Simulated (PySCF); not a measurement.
PySCF input (BP86/def2-TZVPD):

```python
from pyscf import gto, scf, dft

mol = gto.M(
    atom='''
    Ga    0.39713029   -0.00459403    0.42121933
    Cl    0.98926004    0.33117172   -1.65455401
    Cl   -1.71343880   -0.32279437    0.88644818
    ''',
    basis='def2-tzvpd',
    charge=0,
    spin=1,
    verbose=4,
)

mf = dft.UKS(mol, xc='bp86').density_fit(auxbasis='def2-universal-jkfit')
mf.grids.level = 3
mf.conv_tol = 1e-9
mf.max_cycle = 100
mf.max_memory = 1500
mf.kernel()
if not mf.converged:
    mf = mf.newton()
    mf.kernel(mf.make_rdm1())
for _ in range(2):
    mo, _, stable, _ = mf.stability(return_status=True)
    if stable:
        break
    mf.kernel(mf.make_rdm1(mo, mf.mo_occ))
mf.analyze()
```

Output:

```
PySCF version 2.14.0

[INPUT] verbose = 4
[INPUT] num. atoms = 3
[INPUT] num. electrons = 65
[INPUT] charge = 0
[INPUT] spin (= nelec alpha-beta = 2S) = 1
[INPUT] symmetry False subgroup None
[INPUT] Mole.unit = angstrom
[INPUT] Symbol           X                Y                Z      unit          X                Y                Z       unit  Magmom
[INPUT]  1 Ga     0.397130290000  -0.004594030000   0.421219330000 AA    0.750467483869  -0.008681458508   0.795989172073 Bohr   0.0
[INPUT]  2 Cl     0.989260040000   0.331171720000  -1.654554010000 AA    1.869430541576   0.625823851001  -3.126653937201 Bohr   0.0
[INPUT]  3 Cl    -1.713438800000  -0.322794370000   0.886448180000 AA   -3.237930063203  -0.609992953852   1.675144283819 Bohr   0.0

nuclear repulsion = 295.918620686877
number of shells = 50
number of NR pGTOs = 250
number of NR cGTOs = 146
basis = def2-tzvpd
ecp = {}

******** <class 'pyscf.df.df_jk.DFUKS'> ********
method = DFUKS
initial guess = minao
damping factor = 0
level_shift factor = 0
DIIS = <class 'pyscf.scf.diis.CDIIS'>
diis_start_cycle = 1
diis_space = 8
diis_damp = 0
SCF conv_tol = 1e-09
SCF conv_tol_grad = None
SCF max_cycles = 100
direct_scf = False
number electrons alpha = 33  beta = 32
XC library pyscf.dft.libxc version 7.1.2
    S. Lehtola, C. Steigemann, M. J. T. Oliveira, and M. A. L. Marques,  SoftwareX 7, 1–5 (2018)
XC functionals = bp86
    A. D. Becke,  Phys. Rev. A 38, 3098 (1988)
    J. P. Perdew,  Phys. Rev. B 33, 8822 (1986)
    J. P. Perdew,  Phys. Rev. B 34, 7406–7406 (1986)
radial grids:
    Treutler-Ahlrichs [JCP 102, 346 (1995); DOI:10.1063/1.469408] (M4) radial grids

becke partition: Becke, JCP 88, 2547 (1988); DOI:10.1063/1.454033
pruning grids: <function nwchem_prune>
grids dens level: 3
symmetrized grids: False
atomic radii adjust function: <function treutler_atomic_radii_adjust>
small_rho_cutoff = 0
Set gradient conv threshold to 3.16228e-05
tot grids = 58664
init E= -2845.31816980327
  alpha nocc = 33  HOMO = -0.198425957714132  LUMO = -0.080363936805103
  beta  nocc = 32  HOMO = -0.343775379349135  LUMO = -0.198425957714118

WARN: HOMO -0.198425957714132 >= LUMO -0.198425957714118

cycle= 1 E= -2845.57383449018  delta_E= -0.256  |g|= 0.766  |ddm|= 1.19
  alpha nocc = 33  HOMO = -0.221879279824677  LUMO = -0.124469570932359
[...]
  beta  nocc = 32  HOMO = -0.291363087235519  LUMO = -0.19271127683189
  HOMO = -0.229332915392  LUMO = -0.192711276832  gap/eV = 0.99653
Extra cycle  E= -2845.71526989126  delta_E= 2.27e-12  |g|= 8.1e-06  |ddm|= 1.06e-05
converged SCF energy = -2845.71526989126  <S^2> = 0.75208354  2S+1 = 2.0020825
uhf_internal: lowest eigs of H = [0.71936201 0.73945576 0.74174504]
<class 'pyscf.df.df_jk.DFUKS'> wavefunction is stable in the internal stability analysis
**** SCF Summaries ****
Total Energy =                       -2845.715269891259140
Nuclear Repulsion Energy =             295.918620686876807
One-electron Energy =                -4544.506214135752089
Two-electron Energy =                 1402.872323557616255
Two-electron Coulomb Energy =         1534.783128588220961
DFT Exchange-Correlation Energy =     -131.910805030604820
HOMO-LUMO gap [eV] =                     0.996525543546001
**** MO energy ****
                             alpha | beta                alpha | beta
MO #1   energy= -371.112243499428  | -371.111320847146  occ= 1 | 1
MO #2   energy= -100.723057291846  | -100.721756543903  occ= 1 | 1
MO #3   energy= -100.723054807333  | -100.721754061906  occ= 1 | 1
MO #4   energy= -45.4073347190947  | -45.4070189752965  occ= 1 | 1
MO #5   energy= -40.2503465727649  | -40.25009740865    occ= 1 | 1
MO #6   energy= -40.2487213971942  | -40.2480887073374  occ= 1 | 1
MO #7   energy= -40.2478402250186  | -40.2471639054246  occ= 1 | 1
MO #8   energy= -9.18788877993765  | -9.18669835568119  occ= 1 | 1
MO #9   energy= -9.18788348167354  | -9.18669309564203  occ= 1 | 1
MO #10  energy= -7.00884002828479  | -7.00559530011644  occ= 1 | 1
MO #11  energy= -7.00883549357584  | -7.00558979076819  occ= 1 | 1
MO #12  energy= -7.00219511475588  | -7.00147016597247  occ= 1 | 1
MO #13  energy= -7.00219449526032  | -7.00146955688337  occ= 1 | 1
MO #14  energy= -7.0015972442439   | -7.00061932586186  occ= 1 | 1
MO #15  energy= -7.0015957830546   | -7.000617320586    occ= 1 | 1
MO #16  energy= -5.32477778319976  | -5.32365133954972  occ= 1 | 1
MO #17  energy= -3.65473689355264  | -3.65310033393874  occ= 1 | 1
MO #18  energy= -3.65008269632598  | -3.64818361669357  occ= 1 | 1
MO #19  energy= -3.6477610527016   | -3.64714713305647  occ= 1 | 1
MO #20  energy= -0.79995706370853  | -0.79634469776558  occ= 1 | 1
MO #21  energy= -0.799020597815614 | -0.795418182667359 occ= 1 | 1
MO #22  energy= -0.788438610973489 | -0.784643723666672 occ= 1 | 1
MO #23  energy= -0.787009742493601 | -0.784303759628729 occ= 1 | 1
MO #24  energy= -0.786528478579532 | -0.78243239250197  occ= 1 | 1
MO #25  energy= -0.74551137596736  | -0.739641219690118 occ= 1 | 1
MO #26  energy= -0.734827535672879 | -0.72846031508679  occ= 1 | 1
MO #27  energy= -0.430345158548935 | -0.418034192956757 occ= 1 | 1
MO #28  energy= -0.355099005776619 | -0.344012797003636 occ= 1 | 1
MO #29  energy= -0.313944241889527 | -0.310943721688111 occ= 1 | 1
MO #30  energy= -0.31377737575486  | -0.308134243325879 occ= 1 | 1
MO #31  energy= -0.299498802793907 | -0.297307500116969 occ= 1 | 1
MO #32  energy= -0.294092511594478 | -0.291363087235519 occ= 1 | 1
MO #33  energy= -0.229332915392071 | -0.19271127683189  occ= 1 | 0
MO #34  energy= -0.108092360434743 | -0.0873618576080482 occ= 0 | 0
MO #35  energy= -0.0395672315301354 | -0.0262634479553228 occ= 0 | 0
MO #36  energy= -0.0107288472015995 | 0.00104230113563289 occ= 0 | 0
MO #37  energy= -0.00124259804135007 | 0.00226099210295366 occ= 0 | 0
MO #38  energy= 0.0380640100605184 | 0.0399137130265379 occ= 0 | 0
MO #39  energy= 0.0384004808368629 | 0.0415670672906727 occ= 0 | 0
MO #40  energy= 0.0408136418636546 | 0.0470741178536039 occ= 0 | 0
MO #41  energy= 0.0461911437371167 | 0.0491141726196411 occ= 0 | 0
MO #42  energy= 0.0605957805153491 | 0.0634698704405707 occ= 0 | 0
MO #43  energy= 0.062877390316165  | 0.0655118257983969 occ= 0 | 0
MO #44  energy= 0.0636443084794881 | 0.0655962381655736 occ= 0 | 0
MO #45  energy= 0.0713830535457985 | 0.074734612981207  occ= 0 | 0
MO #46  energy= 0.0952785791301333 | 0.0989466483608931 occ= 0 | 0
MO #47  energy= 0.107720360438057  | 0.111346321943831  occ= 0 | 0
MO #48  energy= 0.117823009755568  | 0.12359957071462   occ= 0 | 0
MO #49  energy= 0.129184231219363  | 0.130569304533838  occ= 0 | 0
MO #50  energy= 0.154219339747544  | 0.161918480907625  occ= 0 | 0
MO #51  energy= 0.164371740941462  | 0.167167012570909  occ= 0 | 0
MO #52  energy= 0.174288856911415  | 0.177088973570318  occ= 0 | 0
MO #53  energy= 0.191222832285509  | 0.193653959595335  occ= 0 | 0
MO #54  energy= 0.194522675637735  | 0.196324624423372  occ= 0 | 0
MO #55  energy= 0.194719762872371  | 0.200185114764836  occ= 0 | 0
MO #56  energy= 0.195881656222407  | 0.20138363435829   occ= 0 | 0
MO #57  energy= 0.200938507739653  | 0.210751353094558  occ= 0 | 0
MO #58  energy= 0.207315586613403  | 0.214363876718346  occ= 0 | 0
MO #59  energy= 0.208665610520397  | 0.214517470107908  occ= 0 | 0
MO #60  energy= 0.248903563762749  | 0.255032522829704  occ= 0 | 0
MO #61  energy= 0.250753732830713  | 0.268268216567806  occ= 0 | 0
MO #62  energy= 0.256425748252515  | 0.269756670635618  occ= 0 | 0
MO #63  energy= 0.292836357901564  | 0.303081731400308  occ= 0 | 0
MO #64  energy= 0.321905162792183  | 0.331498914368052  occ= 0 | 0
MO #65  energy= 0.323573673385266  | 0.338026271111079  occ= 0 | 0
MO #66  energy= 0.36188847325562   | 0.374320469081665  occ= 0 | 0
MO #67  energy= 0.37863948341861   | 0.392501994524457  occ= 0 | 0
MO #68  energy= 0.388447447107907  | 0.396175412650518  occ= 0 | 0
MO #69  energy= 0.402111483957288  | 0.4089480539545    occ= 0 | 0
MO #70  energy= 0.476861471869155  | 0.482346708320536  occ= 0 | 0
MO #71  energy= 0.488998020105074  | 0.493030935751836  occ= 0 | 0
MO #72  energy= 0.491863728896099  | 0.498171141497117  occ= 0 | 0
MO #73  energy= 0.513871713356801  | 0.520927459803423  occ= 0 | 0
MO #74  energy= 0.529059235277116  | 0.536238206979561  occ= 0 | 0
MO #75  energy= 0.54337565620504   | 0.546235036463121  occ= 0 | 0
MO #76  energy= 0.545982604054557  | 0.549152962150582  occ= 0 | 0
MO #77  energy= 0.552631517347519  | 0.554974055580822  occ= 0 | 0
MO #78  energy= 0.558561176799023  | 0.563477476480973  occ= 0 | 0
MO #79  energy= 0.559061156120682  | 0.563978477012683  occ= 0 | 0
MO #80  energy= 0.578256752876447  | 0.582949277982425  occ= 0 | 0
MO #81  energy= 0.584859136719398  | 0.590958517387823  occ= 0 | 0
MO #82  energy= 0.591396271964182  | 0.596810141540556  occ= 0 | 0
MO #83  energy= 0.624640235165529  | 0.635690532539275  occ= 0 | 0
MO #84  energy= 0.712126980988852  | 0.718662661461366  occ= 0 | 0
MO #85  energy= 0.738439337682575  | 0.745700515074738  occ= 0 | 0
MO #86  energy= 0.829023888886169  | 0.843432705870327  occ= 0 | 0
MO #87  energy= 0.833867282904672  | 0.849606371649765  occ= 0 | 0
MO #88  energy= 0.861798722700628  | 0.872263097285442  occ= 0 | 0
MO #89  energy= 0.86537376941656   | 0.905436299237922  occ= 0 | 0
MO #90  energy= 0.898564505859728  | 0.929318288165638  occ= 0 | 0
MO #91  energy= 0.930870116098969  | 0.943167614891388  occ= 0 | 0
MO #92  energy= 0.942533371030928  | 0.966531259417542  occ= 0 | 0
MO #93  energy= 0.983226428666903  | 0.997646699732741  occ= 0 | 0
MO #94  energy= 1.02002552125642   | 1.03815333471455   occ= 0 | 0
MO #95  energy= 1.03987279602178   | 1.04863682393665   occ= 0 | 0
MO #96  energy= 1.04527508004328   | 1.07061143849667   occ= 0 | 0
MO #97  energy= 1.10347107826536   | 1.12903564091379   occ= 0 | 0
MO #98  energy= 1.13412608115237   | 1.14765819940903   occ= 0 | 0
MO #99  energy= 1.23502171992753   | 1.25336945225505   occ= 0 | 0
MO #100 energy= 1.82447855448898   | 1.82585777319794   occ= 0 | 0
MO #101 energy= 1.8250746598494    | 1.82630239613714   occ= 0 | 0
MO #102 energy= 1.82852907192214   | 1.82979312662047   occ= 0 | 0
MO #103 energy= 1.83353676090224   | 1.83597444188937   occ= 0 | 0
MO #104 energy= 1.85791637171113   | 1.86584057124733   occ= 0 | 0
[...]
```

It need not be the lowest isomer of its formula.
